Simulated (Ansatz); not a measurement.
Calculated with Ansatz (gas phase, PBE0-D4/def2-TZVP geometries, no zero-point term in ΔE). CCSD(T)/CBS is the MP2 limit (def2-TZVPP, def2-QZVPP) plus CCSD(T) − MP2 in def2-TZVPP, frozen cores. Functionals use def2-TZVPP. For Ge outer-core shells are correlated without core-valence functions, which leaves a few kJ/mol of doubt a bond. Scalar relativity is left out up to krypton. One conformer a species, not always the lowest.

Consider the redistribution: `C[SiH](S)CO` + `[NH2][GeH3]` → `C[SiH](N)S` + `O[CH2][GeH3]`.

```json
{"species": "`C[SiH](S)CO`", "r2SCAN-D4 energy (Eh)": "-843.92098"}
{"species": "`[NH2][GeH3]`", "r2SCAN-D4 energy (Eh)": "-2134.74257"}
{"species": "`C[SiH](N)S`", "r2SCAN-D4 energy (Eh)": "-784.78680"}
{"species": "`O[CH2][GeH3]`", "r2SCAN-D4 energy (Eh)": "-2193.89167"}
```

Work out ΔE.

ΔE = (-784.78680) + (-2193.89167) − (-843.92098) − (-2134.74257) = -0.01492 Eh = -0.41 eV. CCSD(T)/CBS gives -0.45 eV.

Largest T1 diagnostic among the species: 0.011.

From PBE to PBE0 (25 % exact exchange), in def2-TZVPP and without D4, ΔE moves by −0.04 eV. In def2-TZVPP, CCSD(T) changes the Hartree–Fock value by +0.09 eV (the triples alone add +0.03 eV) and MP2 by +0.08 eV.
